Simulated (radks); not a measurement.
Problem. In4+, configuration [Kr] 4d8.5 4f0.5 (fractional occupations, a model configuration). Calculated with a radial shooting solver on a logarithmic mesh with Libxc functionals: scalar-relativistic Kohn-Sham, PBE, spin-polarised, spherical densities, finite nucleus; open shells are filled with parallel spins first (spin-orbit coupling, left out, can overturn this in heavy ions); Fermi nuclear charge, rms radius 4.6156 fm. Some entries of the table are withheld. Estimate them.

orbital,occ.,eigenvalue (eV),r(max) (bohr)
1s down,1,-27807.40,0.01922
1s up,1,-27807.40,0.01922
2s up,1,-4210.200,0.1086
2s down,1,-4209.822,0.1086
2p up,3,-3784.566,0.08692
2p down,3,-3784.278,0.08692
3s up,1,-842.6139,0.3155
3s down,1,-842.4238,0.3155
3p up,3,-703.2351,0.3088
3p down,3,-703.0172,0.3088
3d up,5,-486.9412,0.2581
3d down,5,-486.6021,0.2582
4s up,1,-172.6266,0.7681
4s down,1,-171.2061,0.7675
4p up,3,-130.6578,0.8127
4p down,3,-129.1994,0.8120
4d up,5,-69.3453,0.9135
4d down,3.5,-67.8794,0.9128
5s up,0,(1),(2)
5s down,0,(3),(4)
5p up,0,-37.6350,2.132
5p down,0,-36.5856,2.136
5d up,0,-24.4714,2.835
4f up,0.5,-19.8693,2.323
5f up,0,-12.2919,5.574

Solution. 
(1) 5s up eigenvalue (eV): -47.5636
(2) 5s up r(max) (bohr): 1.872
(3) 5s down eigenvalue (eV): -46.4954
(4) 5s down r(max) (bohr): 1.878
